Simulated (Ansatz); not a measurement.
(MeBPH)3 ring (C₃H₁₂B₃P₃), relaxed as a singlet with RKS PBE-D4/def2-SVP in Ansatz, starting from the GFN2-xTB geometry. Force threshold 0.03 eV/Å.

Start:

```xyz
21

B    -1.2669   -0.8850    0.3911
C    -0.7844   -2.2406   -0.2388
P    -2.1861    0.3886   -0.7166
B    -0.4637    1.2167   -0.9170
C     0.4028    0.8915   -2.1858
P     0.3045    2.2601    0.5023
B     0.6654    0.5649    1.3320
C     2.0817   -0.0907    1.1551
P    -0.7364   -0.4370    2.1821
H    -0.5834   -2.1775   -1.3077
H    -1.5881   -2.9717   -0.1278
H     0.0882   -2.6696    0.2527
H    -2.6400    1.2053    0.3200
H     0.1547   -0.0591   -2.6563
H     0.2053    1.6613   -2.9347
H     1.4767    0.9179   -2.0030
H    -0.8887    2.5208    1.1773
H     2.7131    0.2341    1.9853
H     2.0695   -1.1796    1.1905
H     2.5964    0.2203    0.2464
H    -1.6205    0.6293    2.3530
```

Problem. Estimate the energy that the relaxation releases and the steps that it takes.

Solution. 26.6 kJ/mol, in 5 steps; 7.5 s on 2 threads of AMD EPYC 7R13 on a shared host and a share (18 GiB) of an NVIDIA H100 80GB HBM3. No frequencies were taken in this run, so the end may be a saddle point.

Problem. Does the start keep its bonding and symmetry?

Solution. By distances, no bond broke or formed. The bond that changes most is P3–H13, from 1.40 to 1.44 Å (atoms count from 1). Point group Cs at the start, C3v at the end, both within 0.05 Å; within 0.015 Å the end is Cs.

Problem. Predict the relaxed structure.

Solution. 
Cartesian coordinates in Å:
```
B -1.223 -0.832 0.377
C -0.679 -2.148 -0.275
P -2.247 0.417 -0.719
B -0.454 1.173 -0.866
C 0.440 0.779 -2.091
P 0.293 2.320 0.525
B 0.623 0.551 1.280
C 2.012 -0.133 1.041
P -0.768 -0.432 2.231
H -0.549 -2.109 -1.375
H -1.492 -2.894 -0.094
H 0.227 -2.570 0.202
H -2.682 1.258 0.368
H 0.178 -0.182 -2.576
H 0.220 1.570 -2.849
H 1.533 0.831 -1.912
H -0.949 2.555 1.216
H 2.623 0.184 1.922
H 2.002 -1.240 1.066
H 2.565 0.224 0.149
H -1.673 0.678 2.381
```
Bond lengths: 6 × B–P 1.95 Å; 3 × B–C 1.57 Å; 9 × C–H 1.11 to 1.12 Å; 3 × H–P 1.44 Å.
